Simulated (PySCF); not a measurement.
Si(Cl)2(F)(GeH3) (Cl₂FGeH₃Si), SMILES [GeH3][Si](F)(Cl)Cl. Heavy atoms are numbered as in [F:1][Si:2]([Cl:3])([Cl:4])[GeH3:5]. Hydrogens are named by the atom that carries them.

Geometry: ωB97X-D3(BJ)/def2-SVP.

Method: HF/def2-TZVP run with PySCF.

ESP charges are fitted to the potential on shells at 1.4 to 2.0 van der Waals radii. Atomic charges (e), one atom of each kind:

| atom | Löwdin | meta-Löwdin | Mulliken | ESP fit |
|---|---|---|---|---|
| F1 | -0.06 | -0.55 | -0.39 | -0.20 |
| Si2 | -0.55 | 1.15 | 0.87 | 0.31 |
| Cl3 | 0.24 | -0.31 | -0.27 | -0.10 |
| Ge5 (GeH3) | 0.32 | 0.28 | 0.02 | 0.17 |
| H on Ge5 | -0.07 | -0.08 | 0.01 | -0.02 |
